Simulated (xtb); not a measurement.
Cl2In (SMILES [Cl][In+][Cl]), charge +1, singlet, geometry from GFN2-xTB (such geometries of metal compounds can be far from the true shape); GFN2-xTB with ALPB(water) (xtb).

xtb was given this input:
```
$ xtb mol.xyz --gfn 2 --chrg 1 --uhf 0 --alpb water --json

# file mol.xyz
3

In     0.00000000     0.00000000     0.00000000
Cl     0.00000000     0.00000000     2.29969147
Cl    -0.00000000    -0.00000000    -2.29969147
```

Output, abridged:

```
   ID    Z sym.   atoms
    1   49 In     1
    2   17 Cl     2, 3

           -------------------------------------------------
          |                Calculation Setup                |
           -------------------------------------------------

           -------------------------------------------------
          |                 G F N 2 - x T B                 |
           -------------------------------------------------

      * Solvation model:               ALPB
        Solvent                        water
        Parameter file                 internal GFN2-xTB/ALPB
        Dielectric constant                8.0200E+01
        Reference state                gsolv [1 M gas/solution]
        Free energy shift                  1.0808E-03 Eh       6.7819E-01 kcal/mol
        Temperature                        2.9815E+02 K
        Density                            1.0000E+00 kg/L
        Solvent mass                       1.8000E+01 g/mol
        Interaction kernel             P16
        Born radius scaling (c1)           1.4744E+00
        Born radii integrator          GBOBC
        Born offset                        0.0000E+00 a0       0.0000E+00 AA
        H-bond correction              true
        Ion screening                  false
        Surface tension                    1.0000E-05 Eh       1.5569E+01 dyn/cm
        Grid points                               230 per atom

          ...................................................
          :                      SETUP                      :
          :.................................................:
          :  # basis functions                  30          :
          :  # atomic orbitals                  27          :
          :  # shells                            9          :
          :  # electrons                        16          :
          :  max. iterations                   250          :
          :  Hamiltonian                  GFN2-xTB          :
          :  restarted?                      false          :
          :  GBSA solvation                   true          :
          :  PC potential                    false          :
          :  electronic temp.          300.0000000     K    :
          :  accuracy                    1.0000000          :
          :  -> integral cutoff          0.2500000E+02      :
          :  -> integral neglect         0.1000000E-07      :
          :  -> SCF convergence          0.1000000E-05 Eh   :
[...]
         :: total energy             -10.019171117480 Eh    ::
[...]
        16                         -0.0472851              -1.2867
        17                         -0.0431646              -1.1746
        18                         -0.0431646              -1.1746
        19                         -0.0419240              -1.1408
       ...                                ...                  ...
        27                          0.8179848              22.2585
      -------------------------------------------------------------
                  HL-Gap            0.0814300 Eh            2.2158 eV
             Fermi-level           -0.4637923 Eh          -12.6204 eV

     #   Z          covCN         q      C6AA      α(0)
     1  49 In       1.574     0.485   362.614    43.075
     2  17 Cl       0.787     0.257    91.684    14.647
     3  17 Cl       0.787     0.257    91.684    14.647

 Mol. C6AA /au·bohr⁶  :       1424.918705
 Mol. C8AA /au·bohr⁸  :     123559.398549
 Mol. α(0) /au        :         72.370031

Wiberg/Mayer (AO) data.
largest (>0.10) Wiberg bond orders for each atom

 ---------------------------------------------------------------------------
     #   Z sym  total        # sym  WBO       # sym  WBO       # sym  WBO
 ---------------------------------------------------------------------------
     1  49 In   2.399 --     2 Cl   1.200     3 Cl   1.200
     2  17 Cl   1.706 --     1 In   1.200     3 Cl   0.506
     3  17 Cl   1.706 --     1 In   1.200     2 Cl   0.506
 ---------------------------------------------------------------------------

Topologies differ in total number of bonds
Writing topology from bond orders to xtbtopo.mol

molecular dipole:
                 x           y           z       tot (Debye)
 q only:        0.000       0.000       0.000
   full:       -0.000      -0.000       0.000       0.000
molecular quadrupole (traceless):
                xx          xy          yy          xz          yz          zz
 q only:       -4.861       0.000      -4.861       0.000       0.000       9.722
  q+dip:       -7.622       0.000      -7.622      -0.000      -0.000      15.245
   full:       -4.472      -0.000      -4.472      -0.000      -0.000       8.944

           -------------------------------------------------
          | TOTAL ENERGY              -10.019171117480 Eh   |
          | GRADIENT NORM               0.002420177519 Eh/α |
          | HOMO-LUMO GAP               2.215822724025 eV   |
           -------------------------------------------------

normal termination of xtb
```
